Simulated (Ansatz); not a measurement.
Series [BX4]-: vertical IE (eV) at several levels, gas phase, relaxed structures; Ansatz. The structures are stationary points that may keep the symmetry of their start. Remarks come from the PBE and PBE0 runs and from stability tests at other levels; not every state was tested. HOMO above LUMO (over both spins in singlets and doublets, within one spin in higher multiplets; at PBE or PBE0), or a gap under 0.15 eV within one spin, warns that the state may not be the lowest or that an electron is smeared out.

```
           species               state             geometry  PBE-D4/def2-TZVPD  r2SCAN-D4/def2-TZVPD  PBE0-D4/def2-TZVPD                                                         remarks
     [BF4]- (BF4⁻)  singlet to doublet     PBE-D4/def2-SVPD               6.48                  6.84                7.41  gap within one spin near zero at PBE or PBE0 (neutral doublet)
     [BH4]- (BH4⁻)  singlet to doublet   PBE0-D4/def2-TZVPD               4.17                  4.21                4.35                                                               –
[B(OH)4]- (BO4H4⁻)  singlet to doublet  r2SCAN-D4/def2-SVPD               3.81                  4.01                4.43  gap within one spin near zero at PBE or PBE0 (neutral doublet)
```

Question: Estimate the rows for [BCl4]- (BCl4⁻) (singlet to doublet, B3LYP-D4/def2-SVPD geometry).

Answer: 
```json
{"species": "[BCl4]- (BCl4⁻)", "state": "singlet to doublet", "geometry": "B3LYP-D4/def2-SVPD", "PBE-D4/def2-TZVPD": "5.11", "r2SCAN-D4/def2-TZVPD": "5.37", "PBE0-D4/def2-TZVPD": "5.70", "remarks": "gap within one spin near zero at PBE or PBE0 (neutral doublet)"}
```

Over the 4 species that have every level, the mean is 4.89 at PBE-D4/def2-TZVPD, 5.11 at r2SCAN-D4/def2-TZVPD, 5.47 at PBE0-D4/def2-TZVPD.
